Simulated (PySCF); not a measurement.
Two-component Hartree-Fock for Hg(73+) (mercury, charge +73)

Start: [He] 2s2 2p3; 2p1/2 filled at m_j = -1/2, +1/2; 2p3/2 filled at m_j = +3/2. Calculated with PySCF 2.14 in an even-tempered Gaussian basis (16 s from 62 bohr⁻², ratio 2.4; 13 p from 81 bohr⁻², ratio 2.4; 5 d from 270 bohr⁻², ratio 2.6; 4 f from 400 bohr⁻², ratio 2.6): generalised Hartree-Fock with the X2C-1e Hamiltonian and a Gaussian nucleus; one run each with spin-orbit coupling (SO) switched off, then screened by Boettger's factors.

```
spinor shell  electrons  ε, spin-free (eV)  ε, screened SO (eV)  weight of nominal j (screened SO)  rms radius, screened SO (bohr)
       1s1/2          2           -91744.2             -91664.1                              1.000                          0.0187
       2s1/2          2           -22160.3             -22136.1                              1.000                          0.0734
       2p1/2          2           -20341.8             -21766.0                              1.000                          0.0617
       2p3/2          1           -20341.8             -19700.8                              1.000                          0.0690
```

| quantity | spin-free | screened SO |
| --- | --- | --- |
| E (hartree) | -11001.12663 | -11087.06604 |
| M_J | 3/2 | 3/2 |
| ⟨J²⟩ | 3.750 | 3.750 |
| ⟨L²⟩ | 0.000 | 2.628 |
| ⟨S²⟩ | 3.750 | 1.454 |

Each row is a mean over spinors that exchange with the open shell spreads, by up to 74.135 eV (2s1/2).

Breit and QED terms are absent; they matter most for the inner s and p1/2 levels.

Densities and radii are taken from the X2C orbitals without a picture-change correction, which distorts them close to the nucleus.

Without spin-orbit coupling the j labels of p, d and f shells carry no meaning; the spin-free column gives the mean over the occupied spinors of each nl shell.
